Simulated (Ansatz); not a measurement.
Consider the formal exchange of groups at the Se–Sn bond: `[SeH][SnH3]` + `N[SiH2]F` → `N[SiH](F)[SeH]` + `[SnH4]`.

Calculated with Ansatz (gas phase, PBE0-D4/def2-TZVP geometries, no zero-point term in ΔE). CBS: MP2 limit from def2 TZ/QZ plus the TZ coupled-cluster correction, frozen cores. DFT in def2-TZVPP. Elements past krypton have def2 core potentials. For Se, Sn outer-core shells are correlated without core-valence functions, which leaves a few kJ/mol of doubt a bond. Scalar relativity is left out up to krypton. Each species was taken in one conformer, which may not be the lowest.

| level | ΔE (eV) |
| --- | --- |
| revPBE-D4 | 0.08 |
| CAM-B3LYP-D4 | 0.14 |
| ωB97M-V | 0.12 |
| revPBE | 0.17 |
| r2SCAN0 | 0.13 |
| MP2/def2-SVP | 0.20 |
| CCSD(T)/def2-SVP | 0.20 |
| MP2/def2-QZVPP | 0.20 |

Question: What does CCSD(T)/CBS give? (Best estimate.)

Answer: Ansatz gave: +0.20 eV. The listed levels differ from it by -0.12, -0.06, -0.08, -0.03, -0.07, 0.00, 0.00, 0.00 eV.

Question: What do rigid-rotor, harmonic-oscillator terms from PBE0-D4/def2-TZVP frequencies (298.15 K, 1 bar) make of the CCSD(T)/CBS value? (Estimate.)

Answer: The calculation gave: ΔZPE = -0.05 eV, ΔH = +0.16 eV, ΔS = -28 J/(mol·K), ΔG = +0.25 eV.

Largest T1 diagnostic among the species: 0.013.

In def2-TZVPP, CCSD(T) changes the Hartree–Fock value by −0.13 eV (the triples alone add −0.01 eV) and MP2 by −0.11 eV. Leaving LDA and LC-ωPBE aside and taking each functional with its dispersion term where it has one, the values, not all of them listed here, spread over 0.16 eV, from B97M-V to B2PLYP. LDA lies −0.11 eV from PBE without D4. The D4 term adds −0.05 eV with B3LYP and −0.02 eV with PBE0; it sums over pairs of atoms, weighted by their polarisabilities, and B3LYP, whose exchange is more repulsive, gets the larger term.

B3LYP here is the variant with VWN-RPA as its local correlation; programs differ in this.
